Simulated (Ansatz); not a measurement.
Relaxation of Cl₂H₃NOTi (8 atoms, charge 0, multiplicity 1), to a largest force component of 0.02 eV/Å in at most 40 steps.

Theory: RKS PBE0-D4/def2-SVP in Ansatz 0.2.0.

```xyz
8
Properties=species:S:1:pos:R:3:forces:R:3
Ti 0.000 0.000 0.000 1.54 0.02 0.30
O 0.000 0.000 1.920 -1.66 -0.61 -2.71
H -0.909 -0.281 2.257 1.61 0.55 -0.48
N 1.943 0.000 -0.686 -2.63 0.03 0.96
H 2.441 -0.918 -0.867 -0.49 1.77 0.19
H 2.444 0.918 -0.858 -0.50 -1.77 0.17
Cl -1.116 1.934 -0.789 1.06 -1.75 0.77
Cl -1.116 -1.934 -0.789 1.06 1.75 0.81
```

**Question.** Where does it end, and by what steps?

**Answer.** The run converged. After 14 steps the energy has fallen by 1.568 eV; H5 moved furthest, 1.21 Å.

```json
{"step": "0", "energy less start (eV)": "0.0000", "largest force component (eV/Å)": "2.707", "accepted": "yes"}
{"step": "1", "energy less start (eV)": "-1.3197", "largest force component (eV/Å)": "0.865", "accepted": "yes"}
{"step": "2", "energy less start (eV)": "-1.3866", "largest force component (eV/Å)": "0.490", "accepted": "yes"}
{"step": "3", "energy less start (eV)": "-1.3958", "largest force component (eV/Å)": "0.210", "accepted": "yes"}
{"step": "4", "energy less start (eV)": "-1.4038", "largest force component (eV/Å)": "0.128", "accepted": "yes"}
{"step": "5", "energy less start (eV)": "-1.4114", "largest force component (eV/Å)": "0.397", "accepted": "yes"}
{"step": "6", "energy less start (eV)": "-1.4202", "largest force component (eV/Å)": "0.496", "accepted": "yes"}
{"step": "7", "energy less start (eV)": "-1.4614", "largest force component (eV/Å)": "0.302", "accepted": "yes"}
{"step": "8", "energy less start (eV)": "-1.4983", "largest force component (eV/Å)": "0.299", "accepted": "yes"}
{"step": "9", "energy less start (eV)": "-1.5340", "largest force component (eV/Å)": "0.517", "accepted": "yes"}
{"step": "10", "energy less start (eV)": "-1.5541", "largest force component (eV/Å)": "0.561", "accepted": "yes"}
{"step": "11", "energy less start (eV)": "-1.5595", "largest force component (eV/Å)": "0.285", "accepted": "yes"}
{"step": "12", "energy less start (eV)": "-1.5576", "largest force component (eV/Å)": "0.189", "accepted": "no"}
{"step": "13", "energy less start (eV)": "-1.5665", "largest force component (eV/Å)": "0.105", "accepted": "yes"}
{"step": "14", "energy less start (eV)": "-1.5680", "largest force component (eV/Å)": "0.009", "accepted": "yes"}
```

```xyz
8
Properties=species:S:1:pos:R:3
Ti -0.014 0.016 -0.071
O -0.036 -0.236 1.651
H -0.594 -0.416 2.414
N 1.747 0.000 -0.576
H 2.529 -0.147 0.058
H 2.066 0.144 -1.532
Cl -0.916 1.948 -0.634
Cl -1.097 -1.591 -1.123
```

The run took 59 s on 2 threads of Arm Neoverse V2, on a shared host, peak memory 0.27 GiB.
